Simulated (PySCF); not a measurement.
**Indirect couplings**

Bonds (- single, = double, # triple, : aromatic): F1-C2 1.288 Å, C2-C3 1.376 Å, C3:C4 1.432 Å, C4:C5 1.370 Å, C5:C6 1.401 Å, C6:C7 1.400 Å, C7:C8 1.371 Å, C8:C3 1.434 Å. C2 carries H9; C4 carries H10; C5 carries H11; C6 carries H12; C7 carries H13; C8 carries H14. Formal charges: C2 +1.

Total charge +1.

Couplings: B3LYP/pcJ-1 (spin–dipole term only in couplings to heteroatoms) in PySCF 2.14, geometry GFN2-xTB; gas phase, one conformer, non-relativistic. Couplings are averaged over pairs made equivalent by symmetry, fast rotation or ring inversion, so a value needn't be that of the named pair in this geometry, while other rotamers aren't included; one pair stands for each set, and the list holds a selection of those of at least 0.8 Hz over up to four bonds. One-bond C–F couplings come out tens of Hz too large with common functionals.

Isotopes: 19F, 13C, 1H.

| pair | bonds | J (Hz) |
| --- | --- | --- |
| F1, C2 | 1 | ? |
| C2, C3 | 1 | 74.8 |
| C2, H9 | 1 | 218.2 |
| C3, C4 | 1 | 55.9 |
| C4, C5 | 1 | 63.7 |
| C4, H10 | 1 | 180.0 |
| C5, C6 | 1 | ? |
| C5, H11 | 1 | ? |
| C6, H12 | 1 | 179.7 |
| F1, C3 | 2 | ? |
| F1, H9 | 2 | 70.7 |
| C2, C4 | 2 | ? |
| C3, H9 | 2 | 14.3 |
| C3, H10 | 2 | 3.2 |
| C4, C8 | 2 | -0.8 |
| C4, H11 | 2 | 2.5 |
| C5, C7 | 2 | ? |
| C5, H12 | 2 | 1.9 |
| C6, H11 | 2 | ? |
| C2, H10 | 3 | 4.3 |
| C4, C7 | 3 | 6.1 |
| C5, H13 | 3 | 7.2 |
| H10, H11 | 3 | ? |
| C4, H13 | 4 | -1.0 |
| H10, H12 | 4 | 1.0 |
| H10, H14 | 4 | 2.3 |

Problem. Estimate the withheld couplings, with signs.

Solution. 
- 1J(F1,C2) = -457.5 Hz (bond length 1.288 Å)
- 1J(C5,C6) = 55.9 Hz (bond length 1.401 Å)
- 1J(C5,H11) = 182.9 Hz (bond length 1.080 Å, sp2 carbon)
- 2J(F1,C3) = -8.4 Hz (angle at C2 122°)
- 2J(C2,C4) = 6.2 Hz (mean over equivalent pairs that range from 1.6 to 10.8 Hz in this conformer)
- 2J(C5,C7) = -0.9 Hz (angle at C6 121°)
- 2J(C6,H11) = 2.0 Hz (angle at C5 120°)
- 3J(H10,H11) = 9.6 Hz (dihedral angle 0°)
